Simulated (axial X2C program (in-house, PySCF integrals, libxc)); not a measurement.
## What spin–orbit coupling does to CoO⁺

Computed with an in-house all-electron X2C program for linear molecules (integrals from PySCF). Spin-free means the one-electron spin-free X2C Hamiltonian; two-component (2c) means X2C with spin–orbit coupling and atomic mean-field two-electron Coulomb and Gaunt terms, so the difference of the two also holds small scalar two-electron terms. Basis: Co dyall-cv3z [9s10p6d3f2g], O dyall-av3z [7s6p3d2f] (cores contracted in-house); Gaussian nuclei, density fitting, unrestricted open shells. Masses: Co 58.933 u, O 15.995 u.

Spin-free state: M_S = 2, Λ = 2 (beyond evenly filled blocks: σα, π+α, π-α, δ+α, δ+β, δ-α); fragments Co+ + O.

| level | Re (Å) | ωe (cm⁻¹) | De (eV) | μ (D) |
| --- | --- | --- | --- | --- |
| PBE0 | 1.610 | 807.7 | 3.036 | -4.16 |
| MP2 | 1.701 | 712.8 | 1.933 | n/a |
| B97-3 | 1.622 | 774.1 | 2.863 | -4.22 |

Correlated methods: 14 electrons correlated (number of frozen shells: Co 3 s, 2 p; O 1 s), 250 virtual spin orbitals or spinors in MP2.

Dipoles are positive if O is the positive end and refer to the centre of mass.

Two-component determinant lowest at the distance of the search:

Ω = 4 (⟨Sz⟩ = 2.00, ⟨Lz⟩ = 2.00 at HF); fragments Co+ + O.

```json
{"level": "PBE0", "Re (Å)": "1.611", "ωe (cm⁻¹)": "804.5", "μ (D)": "-4.16"}
{"level": "MP2", "Re (Å)": "1.702", "ωe (cm⁻¹)": "712.5", "μ (D)": "n/a"}
{"level": "B97-3", "Re (Å)": "1.623", "ωe (cm⁻¹)": "767.7", "μ (D)": "-4.22"}
```

Question: From the two tables, how do the constants change at the MP2 level (2c against spin-free)?

Answer: At the MP2 level Re rises by 0.001 Å and ωe falls by 0.3 cm⁻¹.

One determinant describes the state; a PBE0 search over occupations chose it and may have missed a lower one. De is counted from the lowest determinant-based energies of the atoms at the same level, without counterpoise correction. De is not given where an atomic determinant may have missed its ground term or J level, or where the truncated virtual space spoils (T). Density functionals use the spin component along the axis (collinear). Without a current term, density functionals place determinants with orbital angular momentum somewhat too high. With several unpaired electrons one determinant need not be a pure state. Open-shell Ω = 0 determinants with evenly filled partner blocks cannot be reached by this program, so the Ω shown need not be the lowest component.
